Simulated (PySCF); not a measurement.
Compound: PP3SeSeSe nortricyclane, P4Se3.
Structure used (PBE0-D3(BJ)/def2-SVP), in Å, numbered top down from 1:
```xyz
7
P4Se3 angstrom
P      0.3615    1.7540   -0.2869
Se    -0.9191    1.1936    1.4841
P     -0.9512   -1.0450    1.2479
P      1.0209   -1.5783    0.3153
Se     2.1126    0.3705    0.0476
P     -0.8179   -1.4177   -0.9642
Se    -0.7149    0.6209   -1.9125
```

Method used: TDDFT wB97X-D/def2-SVPD, vertical, gas phase, core orbitals frozen in the response in PySCF. Relativistic effects, spin–orbit coupling among them, are left out although an element past zinc is present.

Kohn–Sham orbitals with the atoms that hold most of them (Löwdin shares over 4%, at most four atoms):

| orbital | ε (eV) | atoms |
| --- | --- | --- |
| LUMO+2 | 0.29 | P1 34%, Se2 16%, Se5 15%, P3 13% |
| LUMO+1 | 0.26 | Se2 22%, Se5 20%, P1 20%, Se7 18% |
| LUMO | -0.98 | Se2 18%, Se5 18%, Se7 17%, P3 13% |
| HOMO | -8.85 | Se2 22%, P4 19%, P6 16%, Se7 16% |
| HOMO-1 | -8.86 | Se5 23%, P3 19%, P6 17%, Se7 15% |
| HOMO-2 | -8.96 | Se2 29%, Se5 29%, Se7 29%, P6 4% |
| HOMO-3 | -9.76 | P1 43%, P4 13%, P6 13%, P3 13% |

Within 0.005 eV of a neighbour in this list lie HOMO-1/HOMO (point group found: C3v); within a degenerate set the shares of single atoms can hang on how the components are chosen.

(1) The HOMO–LUMO gap is 7.88 eV. Where does the response calculation put the lowest singlet, and from which orbitals?

## Answers

(1) S1 is at 3.56 eV (f = 0.0008), 4.32 eV below the gap, made of HOMO-1/HOMO→LUMO (≥95%). S1/S2 lie within about 0.01 eV of each other. Without the coupling terms of the response equations the lowest excitation would equal the gap.

Next come S2 at 3.56 eV (f 0.0008), HOMO-1/HOMO→LUMO (≥95%); S3 at 3.64 eV (f 0.0000), HOMO-2→LUMO (94%); S4 at 4.60 eV (f 0.0000), HOMO-3→LUMO (98%); S5 at 4.73 eV (f 0.0016), HOMO-1/HOMO→LUMO+1 (≥23%), HOMO-4→LUMO (21%), HOMO-1/HOMO→LUMO+2 (≥13%).

Orbitals of the list HOMO-3 to LUMO+2 that lie within 0.01 eV of each other are written together with a slash and their weights summed (≥ marks a lower bound); for degenerate orbitals outside that list single weights are arbitrary.

On Arm Neoverse V1, one thread (shared host), this took 77 s wall (with the writing of density and orbital grids) and 1.1 GiB of memory at its peak.

One conformer stands for the species.
